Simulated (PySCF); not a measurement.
# Electron correlation in C²⁺ (carbon, charge +2)

[He] 2s1 2p1, high-spin 3P determinant (an excited configuration). Computed with PySCF 2.14 in dyall-acv3z (15s9p4d2f, 76 functions), with no relativity, point nucleus. Frozen: 1s2; 2 electrons correlated; the 13 highest virtual orbitals of each spin left out.

With two correlated electrons CCSD is exact within the correlated space (frozen core and kept virtual orbitals).

| level | correlation energy (mhartree) |
| --- | --- |
| CCSD | -5.17 |

Diagnostics: T1 = 0.0011, D1 = 0.0020, largest double amplitude 0.021.

Cost of the coupled-cluster step: of the order of 2.9 core-seconds, for 2 correlated electrons.
